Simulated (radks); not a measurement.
The numbers below are computed, except where a source is named.
S-, 17 electrons, occupied as [Ne] 3s2 3p5. Code: a radial shooting solver on a logarithmic mesh with Libxc functionals. Model: scalar-relativistic Kohn-Sham, LB94 model potential, spin-unpolarised, spherical densities, point nucleus; Watson sphere of charge +1 and radius 3.16 bohr. Some entries of the table are withheld. Estimate them.

| orbital | occ. | eigenvalue (hartree) | r(max) (bohr) |
|---|---|---|---|
| 1s | 2 | (1) | (2) |
| 2s | 2 | -8.20853 | (3) |
| 2p | 6 | -6.19339 | 0.3248 |
| 3s | 2 | -0.73851 | (4) |
| 3p | 5 | -0.38145 | 1.647 |

Answer. 
(1) 1s eigenvalue (hartree): -90.04025
(2) 1s r(max) (bohr): 0.06331
(3) 2s r(max) (bohr): 0.3893
(4) 3s r(max) (bohr): 1.404
